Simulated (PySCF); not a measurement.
Magnetic susceptibility: SMILES CC[O][GeH2][AsH2], C2H9AsGeO

Cartesian coordinates in Å; atom numbers follow the order of the lines, from 1:
```xyz
14

C    -2.6853    0.7410    0.0141
C    -1.5278   -0.2085    0.2206
O    -0.3964    0.2978   -0.4439
Ge    1.1257   -0.6356   -0.4416
As    2.6015    0.7035   -1.7957
H    -3.5880    0.3787    0.5289
H    -2.4338    1.7383    0.4046
H    -2.9084    0.8428   -1.0584
H    -1.7947   -1.2147   -0.1634
H    -1.3276   -0.3284    1.3054
H     1.5763   -0.8384    1.0243
H     0.8666   -2.0106   -1.1024
H     2.9325    1.6199   -0.6225
H     3.7771   -0.2178   -1.4721
```

Computed, not measured: GIAO mPW1PW91/pcSseg-1 magnetisability, rotational g tensor and spin-rotation constants, non-relativistic, gas phase in PySCF 2.14.0. Geometry: PBE0-D3(BJ)/def2-SVP.

The calculation is non-relativistic, which matters for the atoms heavier than Zn.

**Question.** What are the magnetisability and the molar susceptibility?

**Answer.** Isotropic -1506 × 10⁻³⁰ J/T², or -90.7 × 10⁻⁶ cm³/mol; principal values -1583, -1500, -1436 × 10⁻³⁰ J/T², anisotropy 128 × 10⁻³⁰ J/T² (root of half the summed squared differences of the principal values). The susceptibility is in cgs units.

**Question.** Split it along the inertial axes a, b, c into diamagnetic and paramagnetic parts about the centre of mass, with the quadrupole moment.

**Answer.** 
| axis | χ (10⁻⁶ cm³/mol) | diamagnetic (10⁻⁶ cm³/mol) | paramagnetic (10⁻⁶ cm³/mol) | summed x² of all electrons (Å²) | quadrupole Θ (D Å) |
| --- | --- | --- | --- | --- | --- |
| a | -94.1 | -374.9 | 280.8 | 348.4 | +4.49 |
| b | -91.0 | -1565.4 | 1474.5 | 67.8 | -2.99 |
| c | -87.1 | -1765.5 | 1678.5 | 20.6 | -1.50 |

Anisotropies 2χaa − χbb − χcc = -10.1 and 2χbb − χaa − χcc = -0.8 × 10⁻⁶ cm³/mol. Θ is traceless in Buckingham's convention.

**Question.** And the rotational g tensor?

**Answer.** 
```tsv
axis	rotational constant (GHz)	g	nuclear part	electronic part
a	4.4585	-0.0177	0.5705	-0.5882
b	0.7953	-0.0027	0.5482	-0.5509
c	0.6910	-0.0039	0.5410	-0.5448
```
Asymmetric top; isotopes 75As, 12C, 74Ge, 1H, 16O; no vibrational averaging.
